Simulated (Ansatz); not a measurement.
CH₆AlBOS, SMILES `C[O][AlH][BH]S`, relaxed with RKS PBE0-D4/def2-TZVP in the Gaussian-basis code of Ansatz from a PBE-D4/def2-SVP geometry. The force threshold is 0.005 eV/Å; the program also tests the step.

Total charge 0; spin multiplicity 1.

Start:

```xyz
11

C     0.241   -0.671    1.711
O    -0.008    0.649    1.313
Al   -0.471    1.437   -0.152
B    -0.602    0.271   -1.926
S     0.591   -0.970   -2.389
H     1.283   -0.778    2.092
H    -0.440   -0.967    2.542
H     0.105   -1.416    0.889
H    -0.696    3.007    0.039
H    -1.482    0.341   -2.768
H     1.478   -0.903   -1.349
```

Problem. By how much does the energy fall, and how many steps does the optimiser take? (Best estimate.)

Solution. Computed: 0.05 eV, in 13 steps, 1 of them rejected.

Problem. Which bonds change most? (Best estimate.)

Solution. Computed: O2–Al3 from 1.727 to 1.693 Å; S5–H11 from 1.369 to 1.347 Å; B4–H10 from 1.220 to 1.198 Å; C1–H7 from 1.115 to 1.095 Å.

Problem. Give the relaxed structure. (An estimate is asked.)

Solution. The calculation gave: 
```xyz
11

C     0.216   -0.674    1.706
O    -0.015    0.646    1.320
Al   -0.451    1.412   -0.126
B    -0.599    0.244   -1.891
S     0.626   -0.923   -2.401
H     1.254   -0.798    2.035
H    -0.433   -0.941    2.547
H     0.028   -1.393    0.896
H    -0.652    2.978   -0.002
H    -1.494    0.286   -2.687
H     1.521   -0.837   -1.398
```
